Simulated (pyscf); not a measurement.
PySCF, gas phase, ωB97X-D3(BJ)/def2-SVP geometries. Correlated levels are frozen-core, on RHF or UHF. ΔMP2 is the change of the MP2 total energy from the triple- to the quadruple-zeta basis.

Problem. Estimate the classical barrier height and the reaction energy of `[CH3][Ga][OH]` [doublet] → `[CH3][GaH][O]` [doublet] at CCSD(T)/def2-TZVPP + ΔMP2(QZVPP). The step runs on the doublet surface, breaks H–O and forms Ga–H; take the reactant's lowest minimum found as zero.

Solution. ΔE‡ = 2.44 eV, ΔE = +1.63 eV. Zero-point energy shifts the barrier by -0.17 eV. It is a hydrogen shift, with an imaginary mode of 1469i cm⁻¹. H₃C–GaH–O• lies 0.55 eV over its isomer •H₂C–GaH–OH (electronic energy, ωB97M-D3(BJ)/def2-TZVP). This is the saddle that the search found; another between the same sides may lie lower. The CCSD(T) − MP2 part came from Ansatz, without density fitting, on the same reference. The frozen core leaves the outer d or s,p core shells of the metals and heavy elements correlated in the MP2 and CC values, and def2-TZVPP describes them poorly, which can shift differences by a few kcal/mol. Elements up to Kr have no core potential and no relativistic terms here.
